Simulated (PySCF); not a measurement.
## Simulated absorption spectrum

C5H6NOP.
InChI=1S/C5H6NOP/c1-7-5-2-3-8-4-6-5/h2-4H,1H3

Theory: PySCF, TDDFT wB97X-D/def2-SVPD, vertical, gas phase, core orbitals frozen in the response. The structure is a single GFN2-xTB conformer in the gas phase; no vibrational or solvent corrections. Torsions of this conformer, `[CH3:1][O:2][c:3]1[cH:4][cH:5][p:6][cH:7][n:8]1`: C1–O2–C3–C4 180°.

Computed states:

```csv
state,E (eV),f
S1,4.51,0.0010
S2,4.59,0.063
S3,4.69,0.0043
S4,5.00,0.261
S5,5.88,0.0046
S6,5.91,0.0085
S7,6.57,0.132
S8,6.79,0.0064
```

Broadening: Gaussians 0.3 eV wide at half height, area fixed by f = 4.319×10⁻⁹ ∫ε dν̃. The width is an assumption, not a result. The curve ends short of the highest state used, and states not computed would add to its high-energy end.

(1) What does the envelope look like, and where are its maxima?

(2) On this curve, what absorbance would a 10⁻⁵ mol/L sample give at 254 nm over a 1 cm path?

(3) Coming from long wavelengths, where does ε first pass 100 L mol⁻¹ cm⁻¹?

(4) Does any computed singlet lie in the visible range?

Results:

(1) 
E (eV), ε (L mol⁻¹ cm⁻¹) and a bar:
```
     4.06          1 
     4.16         19 
     4.25        159 
     4.34        820 #
     4.43       2592 ###
     4.53       5276 #######
     4.62       6194 ########
     4.71       5803 #######
     4.80       8346 ###########
     4.90      17254 ######################
     4.99      23378 ##############################
     5.08      19601 #########################
     5.17      10000 #############
     5.27       2638 ###
     5.36        470 #
     5.45         53 
     5.54         27 
     5.64        155 
     5.73        497 #
     5.82        973 #
     5.92       1150 #
     6.01        792 #
     6.10        346 
     6.19        234
```

Maxima: 269 nm (4.61 eV), ε about 6200, made up of S2 (90%); 248 nm (5.00 eV), ε about 23000, made up of S4 (100%); 210 nm (5.90 eV), ε about 1200, made up of S5 (35%) and S6 (65%) (ε in L mol⁻¹ cm⁻¹; maxima over ε = 5, shares over 10%). At its high-energy end, 6.19 eV, the curve is still rising (ε about 230, from S6 and S7).

(2) 254 nm is 4.881 eV, where ε is about 15000 L mol⁻¹ cm⁻¹, so A = ε c l ≈ 0.15 (Beer–Lambert, with the gas-phase spectrum and the assumed width).

(3) At about 293 nm (4.23 eV), 0.28 eV below S1.

(4) No computed singlet lies in the visible range (380 to 750 nm); the lowest, at 275 nm, stands 1.25 eV above its violet end (3.26 eV); a Tamm–Dancoff triplet lies at 388 nm, without intensity as long as spin–orbit coupling is left out.

Hardware: an Arm Neoverse V1 with one thread (shared host). Cost: 39 s, 0.90 GiB resident at most.
